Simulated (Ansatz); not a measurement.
Species: BCl (charge 0, singlet). 
Structure (B3LYP-D3(BJ)/def2-TZVP (Ansatz, an electronic-structure program) minimum search):
SMILES: [B]Cl
```xyz
2

B      0.0000     0.0000    -1.3302
Cl     0.0000     0.0000     0.3912
```

Basis-set convergence of Hartree-Fock and CCSD(T) correlation energies (hartree) with Ansatz. Correlated levels leave the core frozen unless marked. No spin-orbit coupling. No relativistic terms.

The Hartree-Fock reference is unstable (checked in the largest basis), which strains HF and MP2. 

```json
[
 {"basis": "aug-cc-pV(D+d)Z", "functions": "55", "E(HF)": "-484.14098", "E(corr, CCSD(T))": "-0.24942", "rough core time": "under 20 s"},
 {"basis": "aug-cc-pV(T+d)Z", "functions": "101", "E(HF)": "-484.15730", "E(corr, CCSD(T))": "-0.30873", "rough core time": "under 20 s"},
 {"basis": "aug-cc-pV(Q+d)Z", "functions": "169", "E(HF)": "-484.16160", "E(corr, CCSD(T))": "-0.32856", "rough core time": "22 s"}
]
```

Extrapolating the two largest sets (X = 3 and 4) as X^-3: E(corr) = (64·(-0.32856) - 27·(-0.30873))/37 = -0.3430 Eh, an estimate of the basis-set limit. The largest set recovers 95.8 % of it, the smallest 72.7 %.
